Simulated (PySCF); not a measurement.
Structure problem from calculated spectra and properties.

Elements present: C and H. Monoisotopic mass: 91.0542 u (electron mass counted); charge +1.

* Polarisability: 73.1 au [CAM-B3LYP/def2-SVPD]
* Triplet: lowest triplet excitation (Tamm–Dancoff): 3.89 eV [TDA CAM-B3LYP/def2-SVPD]
* Rotational structure: rotational constants A, B, C: 5.706, 1.588, 1.373 GHz [GFN2-xTB]
* 1H NMR: chemical shifts (computed TMS as zero) by class: 9.63 (2 H), 4.92 (2 H), 2.54 (3 H) ppm [GIAO PBE0/pcSseg-1]
* Couplings: largest of the computed one-bond spin–spin couplings (means over like bonds): 13C–1H +267.6 (×2), 13C–13C +203.1, 13C–1H +169.0 (×2), 13C–1H +141.3 (×3), 13C–13C +69.8, 13C–13C +55.3, 13C–13C +53.0, 13C–13C +35.1 Hz [B3LYP/pcJ-1, spin–dipole term left out]
* 13C NMR: chemical shifts (computed TMS as zero) by class: 170.3 (1 C), 163.4 (2 C), 131.7 (1 C), 65.5 (1 C), 24.9 (1 C), 6.7 (1 C) ppm [GIAO PBE0/pcSseg-1]
* UV, first state: lowest singlet excitation: 4.46 eV (278 nm, f = 0.000) [TDDFT CAM-B3LYP/def2-SVPD]

Electronic properties: PySCF, gas phase, density fitting. Levels stand in brackets. One conformer (not necessarily the lowest) at the GFN2-xTB geometry, without solvent, vibrations or thermal averaging. NMR values are class means; diastereotopic atoms form classes of their own.

Task: Which formula fits the mass and the elements?

Result: C7H7 (calculated 91.0542). No other formula that holds each of these elements comes within 0.0003 u with a fitting electron parity and a possible valence count.

Task: What is the compound? Reason from the data.

Result: Numbering: `[CH3:1][C:2]#[C:3][CH2:4][c+:5]1[cH:6][cH:7]1`. 7 carbons fall into 6 classes; from least to most shielded: unsaturated ring carbon [C5] (170.3 ppm), unsaturated ring CH carbon [C6/C7] (163.4 ppm, 2 C), alkyne carbon [C2] (131.7 ppm), alkyne carbon [C3] (65.5 ppm), propargylic carbon [C4] (24.9 ppm), propargylic carbon [C1] (6.7 ppm). Hydrogen classes from least to most shielded: 2 H on 2 unsaturated ring CH carbons, C6/C7 (9.63 ppm), 2 H on a propargylic carbon, C4 (4.92 ppm), 3 H on a propargylic carbon, C1 (2.54 ppm). The couplings run between: +267.6 Hz, unsaturated ring CH carbon [C6] and its hydrogen (with 1 like pair); +203.1 Hz, alkyne carbon [C2] and alkyne carbon [C3]; +169.0 Hz, propargylic carbon [C4] and its hydrogen (with 1 like pair); +141.3 Hz, propargylic carbon [C1] and its hydrogen (with 2 like pairs); +69.8 Hz, propargylic carbon [C1] and alkyne carbon [C2]; +55.3 Hz, alkyne carbon [C3] and propargylic carbon [C4]; +53.0 Hz, propargylic carbon [C4] and unsaturated ring carbon [C5]; +35.1 Hz, unsaturated ring CH carbon [C6] and unsaturated ring CH carbon [C7]. By its constants the optimised geometry is an asymmetric top. Structure: `CC#CC[C+]1C=C1`. Computed isomers that give other values at the same levels: `C#CC1=CC[C+]1C` (13C chemical shifts (computed TMS as zero) by class: 179.8 (1 C), 155.0 (1 C), 139.1 (1 C), 134.6 (1 C), 70.1 (1 C), 53.1 (1 C), 19.3 (1 C) ppm); `C=Cc1c[c+]1C=C` (13C chemical shifts (computed TMS as zero) by class: 178.5 (1 C), 176.7 (1 C), 167.4 (1 C), 165.5 (1 C), 157.8 (1 C), 123.2 (1 C), 122.0 (1 C) ppm); `C#C[C+]1C=CCC1` (lowest singlet excitation: 3.30 eV (376 nm, f = 0.000)). The assignments are read from this structure; whether some other isomer fits the data as well wasn't checked.

Conformer computed: `[CH3:1][C:2]#[C:3][CH2:4][c+:5]1[cH:6][cH:7]1`: C3–C4–C5–C6 84°.
